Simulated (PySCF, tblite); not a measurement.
Compound: C4H9PSSi.
Atom-mapped SMILES: `[CH2:1]=[CH:2][C@@H:3]1[C@@H:4]([SiH3:5])[P@@H:6]1=[S:7]` (hydrogens: H8, H9 on C1; H10 on C2; H11 on C3; H12 on C4; H13, H14, H15 on Si5; H16 on P6)

Structure optimised with GFN2-xTB, isolated species.

(1) List the bond lengths, angles and torsions at this level.

## Answers

(1) 
```
                     bond  length (Å)
                    C1=C2       1.324
                    C2–C3       1.465
                    C3–C4       1.556
                   C4–Si5       1.891
                    C4–P6       1.811
                    P6=S7       1.934
                    C3–P6       1.837
                    C1–H8       1.076
                    C1–H9       1.078
                   C2–H10       1.084
                   C3–H11       1.086
                   C4–H12       1.088
Si5–H13, Si5–H14, Si5–H15       1.462
                   P6–H16       1.391
```

Bonds in one row agree within 0.01 Å and their mean is given. A selection of angles:
```
      angle  degrees
   C2–C1–H8    121.7
   C2–C1–H9    121.7
   H8–C1–H9    116.6
   C1–C2–C3    124.2
  C1–C2–H10    120.6
  C3–C2–H10    115.3
   C2–C3–C4    118.3
   C2–C3–P6    117.9
  C2–C3–H11    114.9
   C4–C3–P6     63.9
  C4–C3–H11    115.2
  P6–C3–H11    117.2
  C3–C4–Si5    117.6
   C3–C4–P6     65.6
  C3–C4–H12    112.6
  Si5–C4–P6    124.1
 Si5–C4–H12    115.8
  P6–C4–H12    111.5
 C4–Si5–H13    108.3
H13–Si5–H14    109.9
H13–Si5–H15    111.2
   C4–P6–S7    126.6
  C4–P6–H16    106.3
  S7–P6–H16    120.9
   C3–P6–C4     50.5
   C3–P6–S7    127.2
  C3–P6–H16    105.3
```

Dihedral angles: C1–C2–C3–C4 -140° (anticlinal); C2–C3–C4–Si5 134° (anticlinal); C3–C4–P6–S7 111° (anticlinal); C2–C3–P6–C4 110° (anticlinal).

Si5 (SiH3 silicon) is tetrahedral (angles from 106.9° to 112.4°). The C–C distances run from 1.324 Å (C1=C2, drawn double) to 1.556 Å (C3–C4, drawn single), a spread of 0.232 Å. Of the pairs four or more bonds apart, H9···H11 is among the closest relative to their van der Waals radii: 2.48 Å, 103 % of the sum of Bondi's values. The 3-membered ring C3–C4–P6 has internal angles of 50.5° to 65.6°. P6 (phosphorus bonded to 2 C, S and H) has angles from 50.5° to 127.2°. The C–P distances run from 1.811 Å (C4–P6, drawn single) to 1.837 Å (C3–P6, drawn single), a spread of 0.026 Å.

Point group: C1 (no symmetry element, even within 0.4 Å). Its GFN2-xTB frequencies are all real (lowest 64 cm⁻¹). One conformer, not necessarily the lowest. 2 starts were optimised and ended at 0.00 and 2.20 kcal/mol (GFN2-xTB); the lowest of these is shown.

All values are computed, not measured.
